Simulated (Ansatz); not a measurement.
Sn4Cl4, 8 atoms. Hardware: 4 threads of Intel Xeon on a shared host.

In the def2 sets Sn takes a core potential; there is no spin–orbit coupling. Correlated methods freeze 36 core orbitals; core or outer-core shells of Sn are correlated, in sets that lack core-valence functions.

(1) How many basis functions does each of these Ansatz runs have, and roughly what does it cost? RPA@PBE/def2-SVP, charge 0 singlet, energy, from earlier orbitals; PBE-D4/def2-SVP, charge 0 singlet, energy, from earlier orbitals; B2PLYP/def2-TZVP, charge 0 singlet, energy, from earlier orbitals; PBE0-D4/def2-SVP, charge 0 singlet, energy, from earlier orbitals; PBE0-D4/def2-SVP, charge 0 singlet, relaxation, 29 steps; r2SCAN-D4/def2-TZVP, charge 0 singlet, energy, from earlier orbitals; PBE-D4/def2-TZVP, charge 0 singlet, energy and forces, from earlier orbitals; MP2/def2-SVP, charge 0 singlet, energy, from earlier orbitals; BLYP-D4/def2-TZVP, charge 0 singlet, energy, from earlier orbitals; PBE0-D4/def2-TZVP, charge 0 singlet, energy, from earlier orbitals.

Results:

(1) Other jobs shared the machine, so times can vary by a factor of up to 3. A dash marks memory too small to be measured apart from the calling script's.

```
                                                                         run  functions  fitting or Cholesky vectors  wall time  peak host memory (GiB)
            PBE-D4/def2-SVP, charge 0 singlet, energy, from earlier orbitals        176                         1944      4.8 s                       –
           PBE0-D4/def2-SVP, charge 0 singlet, energy, from earlier orbitals        176                         2001       13 s                    0.72
          BLYP-D4/def2-TZVP, charge 0 singlet, energy, from earlier orbitals        348                         2576       14 s                    0.92
           RPA@PBE/def2-SVP, charge 0 singlet, energy, from earlier orbitals        176                         2001       15 s                    0.62
               MP2/def2-SVP, charge 0 singlet, energy, from earlier orbitals        176                         2001       15 s                     0.7
PBE-D4/def2-TZVP, charge 0 singlet, energy and forces, from earlier orbitals        348                         2576       16 s                    0.92
        r2SCAN-D4/def2-TZVP, charge 0 singlet, energy, from earlier orbitals        348                         2576       28 s                    0.97
          PBE0-D4/def2-TZVP, charge 0 singlet, energy, from earlier orbitals        348                         2765       45 s                     1.9
           B2PLYP/def2-TZVP, charge 0 singlet, energy, from earlier orbitals        348                         2765       59 s                     1.9
                    PBE0-D4/def2-SVP, charge 0 singlet, relaxation, 29 steps        176                         2170    7.7 min                    0.73
```
